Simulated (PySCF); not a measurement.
PbCl, SMILES [Pb+][Cl] (connectivity only; charge and spin as stated), charge +1, multiplicity 1. Heavy atoms are numbered as in [Pb+:1][Cl:2].

Geometry optimised at PBE0-D3(BJ)/def2-TZVP. The multiplicity is an assumed one; other spin states were not compared. The def2 effective core potentials stand for the cores of Pb; spin–orbit coupling is left out.

Level of theory: PySCF with r2SCAN/def2-TZVPD.

Mulliken values depend strongly on the basis, most of all with diffuse functions as here. ESP charges are fitted to the potential on shells at 1.4 to 2.0 van der Waals radii. Atomic charges (e), one atom of each kind:

```
atom  ESP fit  Mulliken
----  -------  --------
Pb1      1.08      1.27
Cl2     -0.08     -0.27
```
